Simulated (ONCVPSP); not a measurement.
An all-electron radial function and its pseudo partner (Ga)

Columns: radius, all-electron u(r) and pseudo u(r) of the 4p shell (level -2.57 eV) of gallium in the configuration [Ar] 3d10 4s2 4p1; PBEsol, scalar-relativistic, ONCV scheme, ONCVPSP 4.0.1.

```json
{"r (bohr)": "0.108", "all-electron": "0.1237", "pseudo": "0.0022"}
{"r (bohr)": "0.215", "all-electron": "0.0279", "pseudo": "0.0088"}
{"r (bohr)": "0.322", "all-electron": "-0.1182", "pseudo": "0.0204"}
{"r (bohr)": "0.430", "all-electron": "-0.1982", "pseudo": "0.0374"}
{"r (bohr)": "0.538", "all-electron": "-0.2032", "pseudo": "0.0595"}
{"r (bohr)": "0.645", "all-electron": "-0.1589", "pseudo": "0.0856"}
{"r (bohr)": "0.752", "all-electron": "-0.0884", "pseudo": "0.1151"}
{"r (bohr)": "0.860", "all-electron": "-0.0070", "pseudo": "0.1477"}
{"r (bohr)": "0.968", "all-electron": "0.0754", "pseudo": "0.1834"}
{"r (bohr)": "1.075", "all-electron": "0.1528", "pseudo": "0.2219"}
{"r (bohr)": "1.182", "all-electron": "0.2235", "pseudo": "0.2634"}
{"r (bohr)": "1.290", "all-electron": "0.2871", "pseudo": "0.3074"}
{"r (bohr)": "1.398", "all-electron": "0.3426", "pseudo": "0.3516"}
{"r (bohr)": "1.505", "all-electron": "0.3900", "pseudo": "0.3934"}
{"r (bohr)": "1.612", "all-electron": "0.4303", "pseudo": "0.4314"}
{"r (bohr)": "1.720", "all-electron": "0.4644", "pseudo": "0.4646"}
{"r (bohr)": "1.828", "all-electron": "0.4924", "pseudo": "0.4924"}
{"r (bohr)": "1.935", "all-electron": "0.5147", "pseudo": "0.5147"}
{"r (bohr)": "2.042", "all-electron": "0.5322", "pseudo": "0.5322"}
{"r (bohr)": "2.150", "all-electron": "0.5455", "pseudo": "0.5455"}
{"r (bohr)": "2.258", "all-electron": "0.5549", "pseudo": "0.5549"}
{"r (bohr)": "2.365", "all-electron": "0.5608", "pseudo": "0.5608"}
{"r (bohr)": "2.472", "all-electron": "0.5636", "pseudo": "0.5636"}
{"r (bohr)": "2.580", "all-electron": "0.5638", "pseudo": "0.5638"}
{"r (bohr)": "2.688", "all-electron": "0.5617", "pseudo": "0.5617"}
{"r (bohr)": "2.795", "all-electron": "0.5576", "pseudo": "0.5576"}
```

(1) How many radial nodes do the two functions have?

(2) At about which radius was the pseudo-wave matched?

(3) Where does each function peak?

(4) Is the pseudo-wave norm-conserving?

Results:

(1) The all-electron 4p function has n − l − 1 = 2; the pseudo-wave has 0, since the states of the same l below it are removed with the core.

(2) 2.15 bohr. The columns agree to 0.0005 from 1.72 bohr on; several derivatives are matched, so the curves merge somewhat inside the radius.

(3) Outermost all-electron maximum near 2.58 bohr, pseudo maximum near 2.58 bohr (to the table’s step).

(4) Yes: the ONCV scheme keeps the norm inside the radius equal to the all-electron one, which fixes the energy derivative of the logarithmic derivative at the level.
